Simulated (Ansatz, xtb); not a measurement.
C6H8OSi: which of two isomers lies lower

Structure a is `C#CC1=C(C)[SiH2]OC1`, a singlet and structure b is `[SiH3]OC=C1C=CC=C1`, a singlet. Both are isolated molecules in the gas phase, relaxed with r2SCAN-D4/def2-SVP; the shapes shown needn't be the lowest conformers.

a (Å):

| atom | x (Å) | y (Å) | z (Å) |
| --- | --- | --- | --- |
| C | -2.6560 | -2.7226 | -0.8333 |
| C | -2.1707 | -1.6038 | -0.8378 |
| C | -1.5965 | -0.3051 | -0.8000 |
| C | -1.4998 | 0.5450 | -1.8635 |
| C | -1.9826 | 0.2496 | -3.2451 |
| C | -1.0395 | 0.1937 | 0.5259 |
| O | -0.5146 | 1.4944 | 0.3685 |
| Si | -0.6618 | 2.0813 | -1.1997 |
| H | -3.0853 | -3.7076 | -0.8372 |
| H | -2.7301 | 0.9941 | -3.5700 |
| H | -2.4367 | -0.7503 | -3.3188 |
| H | -1.1553 | 0.3086 | -3.9737 |
| H | 0.6664 | 2.3909 | -1.8116 |
| H | -1.4865 | 3.3266 | -1.2593 |
| H | -0.2502 | -0.4945 | 0.8855 |
| H | -1.8380 | 0.1956 | 1.2929 |

b (Å):

```xyz
16

C    -0.1779   -1.1477   -0.5436
C     0.4924   -0.0442   -0.9679
C     0.0284    0.9844   -1.8920
C     1.0405    1.8957   -2.0199
C     2.1707    1.4814   -1.1898
C     1.8485    0.3153   -0.5540
O    -1.4217   -1.4377   -0.9506
Si   -2.3346   -2.7822   -0.4742
H    -2.5366   -2.7486    1.0027
H    -1.6148   -4.0316   -0.8540
H    -3.6213   -2.6578   -1.1987
H     0.2929   -1.8504    0.1624
H    -0.9486    0.9958   -2.3740
H     1.0205    2.7945   -2.6402
H     3.1137    2.0246   -1.1011
H     2.4675   -0.2593    0.1368
```

Quicker runs give these differences E(b) − E(a): GFN2-xTB −23.0 kcal/mol; HF/STO-3G +1.4 kcal/mol (at GFN2-xTB geometries); r2SCAN-D4/def2-SVP//GFN2-xTB −16.8 kcal/mol.

Estimate E(b) − E(a) at the level CCSD(T)/def2-SVP + ΔMP2/def2-TZVPP.

Calculated at CCSD(T)/def2-SVP + ΔMP2/def2-TZVPP: E(b) − E(a) = −11.1 kcal/mol, so structure b lies lower.

How the difference moves with the method:

```tsv
level	geometry	E(b) − E(a) (kcal/mol)	departure from the last row (kcal/mol)	job, with rough time for the two
GFN2-xTB	GFN2-xTB	−23.0	−12.0	optimisation, 0.2 s
HF/STO-3G	GFN2-xTB	+1.4	+12.5	single point, 0.48 s
r2SCAN-D4/def2-SVP//GFN2-xTB	GFN2-xTB	−16.8	−5.8	single point, 4.5 s
r2SCAN-D4/def2-SVP	r2SCAN-D4/def2-SVP	−17.4	−6.4	optimisation, 59 s
HF/def2-SVP	r2SCAN-D4/def2-SVP	−12.8	−1.7	part of the CCSD(T) run
MP2/def2-SVP	r2SCAN-D4/def2-SVP	−12.5	−1.4	part of the CCSD(T) run
CCSD(T)/def2-SVP	r2SCAN-D4/def2-SVP	−13.4	−2.4	single point
CCSD(T)/def2-SVP + ΔMP2/def2-TZVPP	r2SCAN-D4/def2-SVP	−11.1		single point, 2 min
```

As drawn, b has 2 C=C, 1 Si–H in place of 1 C≡C, 1 C–Si, 1 C–H.

HF/STO-3G puts the two in the other order. The largest departure from CCSD(T)/def2-SVP + ΔMP2/def2-TZVPP is that of HF/STO-3G, 12.5 kcal/mol. The last row adds to CCSD(T) the change of the MP2 difference between the two basis sets, here +2.4 kcal/mol.

With thermal terms from frequencies at re-optimised GFN2-xTB minima (ideal gas, soft modes damped towards free rotors, one conformer each, 298.15 K, 1 atm): on the last row, ΔE + ΔZPE = −12.0, ΔH = −12.3, ΔG = −12.2 kcal/mol.

The correlated steps freeze 12 core orbitals. Programs: Ansatz 0.2.0, xtb 6.7.1; the last row on 4 threads of Arm Neoverse V1 on a shared host.
